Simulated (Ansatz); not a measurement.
Stepwise reaction of `C=[CH][SnH2][CH]=C` with hydrogen, as a gas-phase model of exchange steps in deposition or etching. ΔE in kJ/mol.

Gas-phase electronic energies from Ansatz, PBE0-D4/def2-TZVP geometries. CBS: MP2 limit from def2 TZ/QZ plus the TZ coupled-cluster correction, frozen cores. This one scheme is used for every species. Functionals use def2-TZVPP. B3LYP here is the variant with VWN-RPA as its local correlation; programs differ in this. Elements past krypton have def2 core potentials. For Sn outer-core shells are correlated without core-valence functions, which leaves a few kJ/mol of doubt a bond. Each species was taken in one conformer, which may not be the lowest.

```csv
step,reaction,PBE-D4,B3LYP-D4,ωB97M-V,CCSD(T)/CBS
1,`C=[CH][SnH2][CH]=C` + H₂ → `C=[CH][SnH3]` + `C=C`,-35.3,-39.4,-39.6,-30.5
2,`C=[CH][SnH3]` + H₂ → `[SnH4]` + `C=C`,-38.2,-42.7,-42.9,-34.0
```

(1) By hand: ΔE of the 2 steps together at CCSD(T)/CBS.

Results:

(1) (-30.5) + (-34.0) = -64.5 kJ/mol, or -32.2 kJ/mol a step.

In ΔE the steps differ by no more than 3.5 kJ/mol. All are downhill at CCSD(T)/CBS. PBE-D4 differs from CCSD(T)/CBS by -4.8 to -4.2 kJ/mol a step. Isolated molecules leave out the surface, adducts and barriers. Largest T1 diagnostic: 0.013.
